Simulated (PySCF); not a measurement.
C₅H₁₁NO₂S.
Geometry (GFN2-xTB, Å), atoms numbered from 1 in this order:
```
atom  x, y, z in Å
C1     2.669    0.562    0.715
C2     1.182    0.490    0.448
S3     0.966   -0.384   -1.138
O4     1.495   -1.712   -1.011
O5     1.480    0.445   -2.194
C6    -0.857   -0.509   -1.368
C7    -1.406   -1.253   -0.202
N8    -2.085   -0.850    0.774
C9    -2.547    0.489    0.957
H10    2.877    1.074    1.652
H11    3.159    1.091   -0.099
H12    3.074   -0.446    0.762
H13    0.735    1.473    0.329
H14    0.653   -0.093    1.196
H15   -0.983   -1.065   -2.293
H16   -1.219    0.508   -1.481
H17   -1.131   -2.303   -0.182
H18   -2.128    0.855    1.896
H19   -2.307    1.196    0.155
H20   -3.630    0.442    1.082
```

Mayer bond orders were computed from the PBE0/pcSseg-1 density (PySCF). Geometry: GFN2-xTB, one conformer, isolated molecule.

Question: The orders 0.84, 0.98, 1.71, 1.96 belong to the bonds C2–S3, S3–O4, C6–C7, C7–N8, in another order. Match them.

Answer: C2–S3 0.84; C6–C7 0.98; S3–O4 1.71; C7–N8 1.96.

Question: Set the orders of all bonds between heavy atoms beside their lengths and the difference of the Mulliken charges at their ends.

Answer: 
| bond | Mayer order | length (Å) | q(first) − q(second) (e) |
| --- | --- | --- | --- |
| C7–N8 | 1.958 | 1.255 | +0.451 |
| S3–O5 | 1.717 | 1.437 | +1.440 |
| S3–O4 | 1.712 | 1.435 | +1.434 |
| C1–C2 | 1.043 | 1.512 | +0.095 |
| N8–C9 | 0.987 | 1.429 | -0.297 |
| C6–C7 | 0.983 | 1.488 | -0.349 |
| S3–C6 | 0.846 | 1.841 | +1.216 |
| C2–S3 | 0.843 | 1.824 | -1.280 |

For a closed shell the Mayer order of atoms A and B is Σ (PS)μν (PS)νμ over the basis functions μ on A and ν on B, with P the density and S the overlap matrix.

These values come from a run that also computed NMR shieldings. Time: 42 s of wall time. Hardware: Arm Neoverse V1, one thread (shared host).
